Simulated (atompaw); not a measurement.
# Logarithmic derivatives: Ag (Z = 47), PAW (atompaw)

| Quantity | Value |
| --- | --- |
| Element | silver (Ag) |
| Generator | atompaw 4.2.0.5 |
| Type | PAW |
| Functional | PBE |
| Relativity | scalar-relativistic |
| Frozen core | [Kr] |
| Valence charge | 11 |
| Reference configuration | 4d10 5s0 5p0 (charge +1) |
| Partial waves | 5s (bound, empty): rc 3.00 bohr; 5s channel at 1.6 Ry: rc 2.25 bohr; 5p (bound, empty): rc 3.00 bohr; 5p channel at 0.3 Ry: rc 3.00 bohr; 4d (bound): rc 3.00 bohr; 4d channel at -0.85 Ry: rc 3.00 bohr |
| Local potential | bessel scheme, radius 2.30 bohr |
| Core correction | smooth core density matched at 2.00 bohr |
| Augmentation charge | besselshape compensation charge, radius 2.70 bohr; PAW radius 3.00 bohr; waves and projectors: custom rrkj vanderbiltortho |

The phase is arctan(r·u′/u) with u = r·R(r), unwrapped; energies in Ry, scanned from -3 to 5 Ry. A pole is an energy at which the radial function vanishes at the test radius. The pseudo phase is shifted by a multiple of π to meet the all-electron one at the reference energy, and phase errors are pseudo minus all-electron; the curves can meet again beyond the range given. Levels narrower than the energy grid can be missing from the lists of poles.

| channel | radius (bohr) | reference energy (Ry) | poles, all-electron | poles, pseudo | unbroken range about the reference energy with phases within 0.05 rad | phase error 1 Ry above the reference energy (rad) |
| --- | --- | --- | --- | --- | --- | --- |
| s | 3.00 | -0.83 | 0.24 | 0.24 | below 2.9 | -0.000 |
| p | 3.00 | -0.46 | 1.22 | 1.22 | below 2.9 | -0.000 |
| d | 3.00 | -1.15 | -1.05, 3.08 | -1.05, 3.28 | below 4.3 | -0.000 |

Phases in the s channel:

| E (Ry) | all-electron | pseudo |
| --- | --- | --- |
| -3.00 | 1.322 | 1.321 |
| -2.76 | 1.302 | 1.302 |
| -2.52 | 1.277 | 1.277 |
| -2.28 | 1.245 | 1.244 |
| -2.04 | 1.199 | 1.198 |
| -1.80 | 1.129 | 1.129 |
| -1.56 | 1.011 | 1.010 |
| -1.32 | 0.770 | 0.770 |
| -1.08 | 0.186 | 0.186 |
| -0.84 | -0.706 | -0.706 |
| -0.60 | -1.172 | -1.172 |
| -0.36 | -1.371 | -1.371 |
| -0.12 | -1.477 | -1.477 |
| 0.12 | -1.544 | -1.545 |
| 0.36 | -1.594 | -1.594 |
| 0.60 | -1.635 | -1.635 |
| 0.84 | -1.671 | -1.671 |
| 1.08 | -1.707 | -1.707 |
| 1.32 | -1.744 | -1.745 |
| 1.56 | -1.788 | -1.788 |
| 1.80 | -1.842 | -1.842 |
| 2.04 | -1.916 | -1.917 |
| 2.28 | -2.027 | -2.029 |
| 2.52 | -2.218 | -2.226 |
| 2.76 | -2.590 | -2.619 |
| 3.00 | -3.247 | -3.314 |
| 3.24 | -3.852 | -3.915 |
| 3.48 | -4.173 | -4.219 |
| 3.72 | -4.339 | -4.377 |
| 3.96 | -4.437 | -4.472 |
| 4.20 | -4.502 | -4.536 |
| 4.44 | -4.548 | -4.583 |
| 4.68 | -4.582 | -4.622 |
| 4.92 | -4.609 | -4.657 |
